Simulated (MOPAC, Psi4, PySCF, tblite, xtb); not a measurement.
Dimer HF ··· C2H6 (SMILES F and CC) at R = 3.20 Å between the centres of mass, closest contact 2.04 Å (lowest of the rigid-body minima from ten starts at GFN2-xTB). Geometry in Å and degrees:

```
C
H 1 1.0918
H 1 1.0918 2 107.56
H 1 1.0918 2 107.56 3 -115.60
C 1 1.5263 2 111.32 3 122.20
H 5 1.0918 1 111.32 2 180.00
H 5 1.0918 6 107.56 1 122.20
H 5 1.0918 6 107.56 7 115.60
H 4 2.0376 1 87.51 2 163.45
F 9 0.9245 4 149.91 1 -175.49
```

Methods: GFN2-xTB (tblite); SAPT0/jun-cc-pVDZ, frozen core (Psi4); PBE/def2-TZVP, counterpoise-corrected (Psi4); PBE-D3(BJ)/def2-TZVP, counterpoise-corrected (Psi4); HF/aug-cc-pVDZ, counterpoise-corrected (Psi4); MP2/aug-cc-pVDZ = DF-MP2/aug-cc-pVDZ, frozen core, counterpoise-corrected run with Psi4; SCS-MP2/aug-cc-pVDZ = DF-SCS-MP2/aug-cc-pVDZ, frozen core, counterpoise-corrected in Psi4; AM1, restricted, heats of formation (MOPAC); PM3, restricted, heats of formation (MOPAC); GFN1-xTB (xtb); RKS-B3LYP/6-31G* = restricted B3LYP/6-31G*, spherical d, no counterpoise correction (PySCF); RKS-LDA (SVWN5)/6-31G* = restricted LDA (SVWN5)/6-31G*, spherical d, no counterpoise correction (PySCF 2.14.0); RKS-M06-2X/6-31G* = restricted M06-2X/6-31G*, spherical d, no counterpoise correction (PySCF 2.14.0); RKS-B3LYP/3-21G = restricted B3LYP/3-21G, no counterpoise correction in PySCF.

**Question.** What interaction energy does each level give?

**Answer.** 
```json
[
 {"method": "RKS-LDA (SVWN5)/6-31G*", "E_int / kcal/mol": "-5.35"},
 {"method": "RKS-B3LYP/3-21G", "E_int / kcal/mol": "-2.92"},
 {"method": "RKS-M06-2X/6-31G*", "E_int / kcal/mol": "-2.73"},
 {"method": "GFN2-xTB", "E_int / kcal/mol": "-2.34"},
 {"method": "RKS-B3LYP/6-31G*", "E_int / kcal/mol": "-2.17"},
 {"method": "PBE-D3(BJ)/def2-TZVP", "E_int / kcal/mol": "-1.80"},
 {"method": "PM3", "E_int / kcal/mol": "-1.26"},
 {"method": "PBE/def2-TZVP", "E_int / kcal/mol": "-1.08"},
 {"method": "MP2/aug-cc-pVDZ", "E_int / kcal/mol": "-0.74"},
 {"method": "GFN1-xTB", "E_int / kcal/mol": "-0.68"},
 {"method": "SAPT0/jun-cc-pVDZ", "E_int / kcal/mol": "-0.44"},
 {"method": "SCS-MP2/aug-cc-pVDZ", "E_int / kcal/mol": "-0.25"},
 {"method": "AM1", "E_int / kcal/mol": "-0.23"},
 {"method": "HF/aug-cc-pVDZ", "E_int / kcal/mol": "0.71"}
]
```
